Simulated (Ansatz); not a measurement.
Program: Ansatz. Geometries: PBE0-D4/def2-TZVP. ΔE: electronic, gas phase. CCSD(T)/CBS is the MP2 limit (def2-TZVPP, def2-QZVPP) plus CCSD(T) − MP2 in def2-TZVPP, frozen cores. DFT in def2-TZVPP. HSE06 is defined as in plane-wave codes. One conformer a species, not always the lowest.

`FBN([SiH3])[SiH3]` + `NB(O)Cl` → `NB(Cl)O[SiH3]` + `FBN[SiH3]`  (ligand exchange at the Si–N bond)

`FBN([SiH3])[SiH3]`:

```xyz
12

F    -0.985    2.384    0.032
B    -1.091    1.161   -0.502
N    -0.182    0.167   -0.093
Si   -0.249   -1.457   -0.742
Si    1.050    0.569    1.098
H    -1.957    0.975   -1.305
H    -0.455   -2.433    0.359
H     1.030   -1.783   -1.423
H    -1.372   -1.533   -1.706
H     1.944    1.638    0.594
H     1.836   -0.675    1.310
H     0.431    0.987    2.378
```

`NB(O)Cl`:

Z-matrix (Å, degrees):
```
N
B 1 1.393
H 1 1.002 2 122.9
H 1 1.005 2 121.7 3 -180.0
O 2 1.360 1 120.7 3 -180.0
Cl 2 1.788 1 119.3 3 -0.0
H 5 0.959 2 113.0 1 -180.0
```

`NB(Cl)O[SiH3]`:

Cartesian coordinates in Å:
```
N 1.401 0.679 0.721
B 0.797 0.740 -0.537
Cl 1.566 1.734 -1.796
O -0.347 0.088 -0.865
Si -1.429 -0.914 -0.145
H 1.028 0.140 1.483
H 2.248 1.175 0.930
H -1.474 -2.189 -0.897
H -2.762 -0.266 -0.156
H -1.029 -1.188 1.264
```

`FBN[SiH3]`:

```xyz
9

F     1.371    0.725   -1.413
B     0.821    1.283   -0.328
N    -0.079    0.519    0.424
Si   -0.574   -1.125    0.090
H     1.120    2.406   -0.048
H    -0.478    0.964    1.235
H    -1.236   -1.223   -1.234
H     0.588   -2.047    0.117
H    -1.534   -1.502    1.158
```

Task: Is it downhill or uphill in electronic energy at CCSD(T)/CBS, and by how much? (Best estimate.)

Result: Computed: Downhill: ΔE = -34.8 kJ/mol.

Task: What do these levels give: BLYP-D4, PBE0-D4, r2SCAN, r2SCAN0, HSE06, BHLYP, LC-ωPBE, CCSD(T)/def2-SVP, HF/def2-TZVPP, MP2/def2-TZVPP, HF/CBS(def2), MP2/CBS(def2)? (Estimate.)

Result: Computed: BLYP-D4 -38.0, PBE0-D4 -31.6, r2SCAN -35.9, r2SCAN0 -36.4, HSE06 -33.9, BHLYP -46.5, LC-ωPBE -34.7, CCSD(T)/def2-SVP -26.7, HF/def2-TZVPP -52.2, MP2/def2-TZVPP -33.0, HF/CBS(def2) -53.2, MP2/CBS(def2) -33.8 kJ/mol.

Task: What do rigid-rotor, harmonic-oscillator terms from PBE0-D4/def2-TZVP frequencies (298.15 K, 1 bar) make of the CCSD(T)/CBS value? (An estimate is asked.)

Result: Computed: ΔZPE = -0.3 kJ/mol, ΔH = -34.3 kJ/mol, ΔS = 21 J/(mol·K), ΔG = -40.7 kJ/mol. Modes under 50 cm⁻¹ make the entropy rough.

Largest T1 diagnostic among the species: 0.012.

Leaving LDA and LC-ωPBE aside and taking each functional with its dispersion term where it has one, the values, not all of them listed here, spread over 13.7 kJ/mol, from BHLYP-D4 to revPBE-D4. LDA lies +4.3 kJ/mol from PBE without D4. In def2-TZVPP, CCSD(T) changes the Hartree–Fock value by +18.1 kJ/mol (the triples alone add +2.7 kJ/mol) and MP2 by +19.2 kJ/mol.
